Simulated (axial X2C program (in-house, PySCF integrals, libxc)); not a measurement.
## Bond lengths and stretching modes, held linear, of NCoO⁺

Calculated with an in-house all-electron X2C program for linear molecules (integrals from PySCF): two-component X2C with atomic mean-field Coulomb and Gaunt terms, Gaussian nuclei, basis N dyall-av3z, Co dyall-v3z, O dyall-av3z with contracted cores. Spin-free rows use the one-electron spin-free X2C Hamiltonian.

Masses N 14.003, Co 58.933, O 15.995 u. States: 2c Ω = 5/2 (beyond evenly filled blocks: ω = 5/2); spin-free M_S = 1/2, Λ = 2 (beyond evenly filled blocks: δ+α, δ+β, δ-α).

PBE0, spin-free: energies above the lowest point

```json
{"r(N–Co) (Å)": "1.8603", "r(Co–O) (Å)": "1.5883", "E (meV)": "29.84"}
{"r(N–Co) (Å)": "1.8603", "r(Co–O) (Å)": "1.6290", "E (meV)": "5.99"}
{"r(N–Co) (Å)": "1.8603", "r(Co–O) (Å)": "1.6697", "E (meV)": "25.68"}
{"r(N–Co) (Å)": "1.9080", "r(Co–O) (Å)": "1.5883", "E (meV)": "20.89"}
{"r(N–Co) (Å)": "1.9080", "r(Co–O) (Å)": "1.6290", "E (meV)": "0.00"}
{"r(N–Co) (Å)": "1.9080", "r(Co–O) (Å)": "1.6697", "E (meV)": "22.78"}
{"r(N–Co) (Å)": "1.9080", "r(Co–O) (Å)": "1.7105", "E (meV)": "78.34"}
{"r(N–Co) (Å)": "1.9557", "r(Co–O) (Å)": "1.5883", "E (meV)": "22.28"}
{"r(N–Co) (Å)": "1.9557", "r(Co–O) (Å)": "1.6290", "E (meV)": "4.09"}
{"r(N–Co) (Å)": "1.9557", "r(Co–O) (Å)": "1.6697", "E (meV)": "29.70"}
{"r(N–Co) (Å)": "2.0034", "r(Co–O) (Å)": "1.6290", "E (meV)": "15.62"}
{"r(N–Co) (Å)": "2.0034", "r(Co–O) (Å)": "1.7105", "E (meV)": "104.78"}
```

Task: Fit a quadratic surface with cubic terms in each bond: where is the minimum, and what are the two stretching wavenumbers?

Result: At PBE0, spin-free: bonds 1.911 and 1.626 Å; harmonic stretches 315.1 and 754.6 cm⁻¹; force constants 0.692, 4.29 and coupling 0.23 mdyn/Å.

The other levels and Hamiltonians give:

```
Hamiltonian   level  r(N–Co) (Å)  r(Co–O) (Å)  lower stretch (cm⁻¹)  upper stretch (cm⁻¹)
         2c    PBE0        1.911        1.627                 314.5                 752.9
         2c      HF        1.954        1.787                 498.2                 659.9
         2c  r2SCAN        1.779        1.619                 364.8                 816.2
  spin-free  r2SCAN        1.779        1.619                 365.4                 816.4
```

Each state is one determinant, the lowest of a limited PBE0 search; the stretches come from a fit to these few points and carry an uncertainty of a few per cent. Other orders of the atoms were not compared. Left out for rough or failed fits: MP2 2c, HF spin-free, MP2 spin-free. The levels spread by more than a fifth, so the stretches depend strongly on the method. The molecule was held linear; bending was not examined, so a bent shape may lie lower. Note: functional without a current term on a determinant with orbital currents, of the molecule or an atom.
